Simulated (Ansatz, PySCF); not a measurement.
Breaking a bond: SMILES [AlH3]. The Al1–H4 bond (Al1 also carries H, H; H4 carries nothing else) is pulled apart rigidly from the PBE0/def2-TZVP optimised geometry.

Methods: UMP2/3-21G = unrestricted MP2 (frozen core)/3-21G in PySCF 2.14.0; UKS-B3LYP = unrestricted B3LYP/cc-pVDZ (Ansatz, an electronic-structure program); UKS-PBE = Ansatz with unrestricted PBE/cc-pVDZ; UHF/LANL2DZ = unrestricted Hartree-Fock/LANL2DZ, with its core potentials past Ne (PySCF); UCCSDT(Q) = CCSDT(Q) on UHF/cc-pVDZ, frozen core (Ansatz).

Energies are in kcal/mol, each relative to the lowest point of its own curve near equilibrium.

| R / Å | UMP2/3-21G | UKS-B3LYP | UKS-PBE | UHF/LANL2DZ | UCCSDT(Q) |
|---|---|---|---|---|---|
| 1.27 | 28.1 | 23.8 | 25.4 | 26.3 | 24.3 |
| 1.34 | 16.0 | 13.1 | 14.3 | 14.7 | 13.3 |
| 1.43 | 6.3 | 4.7 | 5.5 | 5.5 | 4.8 |
| 1.49 | 2.5 | 1.7 | 2.2 | 2.1 | 1.7 |
| 1.52 | 1.4 | 0.8 | 1.1 | 1.0 | 0.8 |
| 1.59 | 0.0 | 0.0 | 0.0 | 0.0 | 0.0 |
| 1.63 | 0.0 | 0.2 | 0.0 | 0.2 | 0.2 |
| 1.68 | 0.6 | 1.1 | 0.6 | 1.0 | 1.1 |
| 1.75 | 2.5 | 3.1 | 2.4 | 3.1 | 3.2 |
| 1.82 | 5.2 | 5.9 | 4.9 | 6.1 | 6.1 |
| 1.97 | 12.9 | 13.7 | 12.0 | 14.6 | 14.0 |
| 2.14 | 23.3 | 23.9 | 21.6 | 26.1 | 24.2 |
| 2.40 | 43.4 | 40.0 | 36.7 | 43.5 | 39.8 |
| 2.58 | 54.3 | 50.6 | 46.7 | 51.1 | 49.5 |
| 2.91 | 64.4 | 66.8 | 62.8 | 58.6 | 63.6 |
| 3.19 | 68.2 | 74.8 | 71.7 | 61.5 | — |
| 3.52 | 70.2 | 80.1 | 77.1 | 63.0 | — |
| 3.90 | 71.2 | 83.1 | 79.8 | 63.8 | — |
| 4.24 | 71.6 | 84.4 | 80.7 | 64.0 | — |
| 4.83 | 71.8 | 85.2 | 81.1 | 64.2 | — |
| 5.51 | 71.9 | 85.4 | 81.3 | 64.3 | — |

At the longest distance, 5.51 Å, UKS-B3LYP lies highest above its minimum (85.4 kcal/mol) and UHF/LANL2DZ lowest (64.3 kcal/mol).

A dash means that the run gave no value there, or that the column was ended at a point which the program doubted or which failed a test of continuity chosen for this set; such a test can also cut sound points.

The unrestricted determinant behind UMP2/3-21G, UHF/LANL2DZ, UCCSDT(Q) is spin-contaminated at 2.40 to 5.51 Å (<S²> up to 1.0, against 0.00 for a pure singlet). The unrestricted determinant behind UKS-B3LYP, UKS-PBE is spin-contaminated at 2.91 to 5.51 Å (<S²> up to 1.0, against 0.00 for a pure singlet).
